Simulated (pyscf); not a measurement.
O=V(OH)(OH)–SH, singlet

Gas-phase minimum from PySCF at ωB97X-D3(BJ)/def2-SVP, one conformer. 

```xyz
8

O     -1.5390     0.2224    -0.0363
V     -0.2169     0.5493    -0.7454
O      1.0266     0.9091     0.4169
O     -0.4219     1.8963    -1.8275
S      0.3072    -1.3049    -1.8972
H      0.9246     0.7710     1.3672
H     -1.2830     2.2731    -2.0490
H     -0.7766    -1.9965    -1.4971
```
Charge 0, spin multiplicity 1.

Bonds (Å): O1–V2 1.535, V2–O3 1.740, V2–O4 1.740, V2–S5 2.245, O3–H6 0.966, O4–H7 0.966, S5–H8 1.346. Angles (°): O1–V2–O3 110.5, O1–V2–O4 110.5, O1–V2–S5 105.2, O3–V2–O4 109.9, O3–V2–S5 110.3, O4–V2–S5 110.4, V2–O3–H6 123.5, V2–O4–H7 123.3, V2–S5–H8 94.8.

Properties at ωB97X-D3(BJ)/def2-SVP:

```json
{
  "harmonic_wavenumbers_unscaled": "144, 201, 203, 238, 261, 293, 382, 386, 477, 630, 631, 657, 797, 860, 1213, 2774, 3901, 3906 cm⁻¹",
  "zero_point_energy": "25.7 kcal/mol",
  "rotational_symmetry_number": "1",
  "Entropy of this conformer at 298 K and 1 atm, rigid rotor and harmonic oscillator, modes under 100 cm⁻¹ raised to 100": "352.0 J/(mol K)",
  "dipole_moment": "2.27 D"
}
```

Single-point totals, which compare only within one level:

```
level                   total energy (hartree)
----------------------  ----------------------
ωB97X-D3(BJ)/def2-TZVP             -1569.94855
PBE/def2-TZVP                      -1569.36798
r²SCAN/def2-TZVP                   -1569.82037
B3LYP-D3(BJ)/def2-TZVP             -1570.00065
PBE0-D3(BJ)/def2-TZVP              -1569.35875
M06-2X/def2-TZVP                   -1569.74467
ωB97M-D3(BJ)/def2-TZVP             -1570.05163
```

Soft torsions are taken as harmonic, which can shift the entropy by several J/(mol K).
